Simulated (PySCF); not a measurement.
Changes within a family of molecules, several properties at once.

PySCF, wB97X-D/def2-SVPD, density fitting, gas phase; each molecule at its own GFN2-xTB geometry, one conformer. Singlet excitations by full TDDFT with frozen cores and triplets by Tamm–Dancoff TDDFT. 

Torsions of the conformers computed, which needn't be the lowest (atom-mapped SMILES):
- `[CH:1]#[C:2]/[CH:3]=[C:4](/[CH3:5])[C:6]([F:7])=[C:8]=[O:9]`: C3–C4–C6–F7 180°
- `[CH3:1]/[C:2](=[CH:3]\[Cl:4])[C:5]([F:6])=[C:7]=[O:8]`: C1–C2–C5–F6 180°
- `[CH3:1]/[C:2](=[CH:3]\[CH2:4][F:5])[C:6]([F:7])=[C:8]=[O:9]`: C2–C3–C4–F5 179°, C1–C2–C6–F7 180°
- `[CH3:1]/[C:2](=[CH:3]\[CH:4]=[O:5])[C:6]([F:7])=[C:8]=[O:9]`: C2–C3–C4–O5 -1°, C1–C2–C6–F7 180°
- `[H]/[N:5]=[CH:4]\[CH:3]=[C:2](\[CH3:1])[C:6]([F:7])=[C:8]=[O:9]`: C2–C3–C4–N5 180°, C1–C2–C6–F7 0°
- `[CH3:1][O:2]/[CH:3]=[C:4](\[CH3:5])[C:6]([F:7])=[C:8]=[O:9]`: C1–O2–C3–C4 -178°, C3–C4–C6–F7 1°

Reference: `C#C/C=C(/C)C(F)=C=O`, with HOMO energy -7.98 eV, LUMO energy -0.43 eV, lowest singlet excitation 2.30 eV, lowest triplet excitation 1.96 eV, mean polarisability 87.4 au and dipole moment 1.49 D.

Changes against it:

```csv
molecule,Δ HOMO energy (eV),Δ LUMO energy (eV),Δ lowest singlet excitation (eV),Δ lowest triplet excitation (eV),Δ mean polarisability (au),Δ dipole moment (D)
C/C(=C\C=O)C(F)=C=O,-0.74,-0.46,+0.30,+0.29,-0.3,+0.54
[H]/N=C\C=C(\C)C(F)=C=O,-0.38,-0.30,+0.06,+0.04,+2.1,+1.74
CO/C=C(\C)C(F)=C=O,+0.46,+0.24,-0.14,-0.17,-0.4,+0.97
```

Rows whose labels were lost:

```json
{"row": "P", "Δ HOMO energy (eV)": "-0.29", "Δ LUMO energy (eV)": "-0.19", "Δ lowest singlet excitation (eV)": "+0.09", "Δ lowest triplet excitation (eV)": "+0.05", "Δ mean polarisability (au)": "-5.8", "Δ dipole moment (D)": "-0.54"}
{"row": "Q", "Δ HOMO energy (eV)": "-0.27", "Δ LUMO energy (eV)": "-0.03", "Δ lowest singlet excitation (eV)": "+0.10", "Δ lowest triplet excitation (eV)": "+0.06", "Δ mean polarisability (au)": "-7.4", "Δ dipole moment (D)": "+0.96"}
```

Task: Which row belongs to which of `C/C(=C\Cl)C(F)=C=O` and `C/C(=C\CF)C(F)=C=O`?

Result: P = `C/C(=C\Cl)C(F)=C=O` and Q = `C/C(=C\CF)C(F)=C=O`. P and Q are told apart most clearly by the dipole moment (-0.54 against +0.96 D).
